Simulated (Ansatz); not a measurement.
`C[CH2][Cd][Cl]` + `O[SiH3]` → `[SiH3][O][Cd][Cl]` + `CC`  (ligand exchange at a Cd–C bond)

Calculated with Ansatz (gas phase, PBE0-D4/def2-TZVP geometries, no zero-point term in ΔE). CCSD(T)/CBS is the MP2 limit (def2-TZVPP, def2-QZVPP) plus CCSD(T) − MP2 in def2-TZVPP, frozen cores. This one scheme is used for every species. DFT in def2-TZVPP. B3LYP here is the variant with VWN-RPA as its local correlation; programs differ in this. Elements past krypton have def2 core potentials. For Cd outer-core shells are correlated without core-valence functions, which leaves a few kJ/mol of doubt a bond. Each species was taken in one conformer, which may not be the lowest.

```tsv
species	B3LYP energy (Eh)
`C[CH2][Cd][Cl]`	-707.35366
`O[SiH3]`	-367.22653
`[SiH3][O][Cd][Cl]`	-994.73037
`CC`	-79.86621
```

Work out ΔE.

ΔE = (-994.73037) + (-79.86621) − (-707.35366) − (-367.22653) = -0.01639 Eh = -0.45 eV. CCSD(T)/CBS gives -0.45 eV.

What do rigid-rotor, harmonic-oscillator terms from PBE0-D4/def2-TZVP frequencies (298.15 K, 1 bar) make of the CCSD(T)/CBS value? (Estimate.)

Computed: ΔZPE = +0.01 eV, ΔH = -0.44 eV, ΔS = -7 J/(mol·K), ΔG = -0.42 eV. Modes under 50 cm⁻¹ make the entropy rough.

Largest T1 diagnostic among the species: 0.014.

From BLYP to BHLYP (50 % exact exchange), in def2-TZVPP and without D4, ΔE moves by −0.11 eV. At CCSD(T), def2-SVP lies −0.13 eV from the extrapolated value and def2-TZVPP +0.02 eV. In def2-TZVPP, CCSD(T) changes the Hartree–Fock value by +0.28 eV (the triples alone add +0.03 eV) and MP2 by +0.37 eV.
